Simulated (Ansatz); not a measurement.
Input for Ansatz (a program for electronic structure): R-CCSD(T)/def2-TZVPPD on HI (SMILES I) with ghost functions. Elements past Kr take the def2 small-core potentials; no spin–orbit coupling. Files ending in .json are basis or fitting sets from the Basis Set Exchange. The run froze 9 orbitals, filled d shells among them.

Ansatz 0.2 input:
```yaml
crystal:
  periodic: [false, false, false]
  atoms:
    - {symbol: I, position_ang: [1.73859897, 0.59878515, 3.87011678]}
    - {symbol: H, position_ang: [0.91808441, 0.22391667, 2.52297024]}
basis:
  gaussian:
    orbitals: def2-TZVPPD.json
    ghost_atoms:
      - {symbol: C, position_ang: [-0.75728567, -0.57204618, -0.31790175]}
      - {symbol: N, position_ang: [-0.20264249, -0.30010856, 0.64590358]}
      - {symbol: H, position_ang: [-1.27406422, -0.82612094, -1.21631018]}
magnetization: {spin_polarized: false}
correlation: {method: ccsd_t, electrons: outside_noble_gas}
scf: {lower_state_search: off}
```

What total energy does the run end on?

-297.4191 hartree (reference determinant -297.2427, T1 diagnostic 0.008).

How many basis functions does it have, and what does it roughly cost on one machine?

167 functions; about 27 core-seconds (a rough figure).
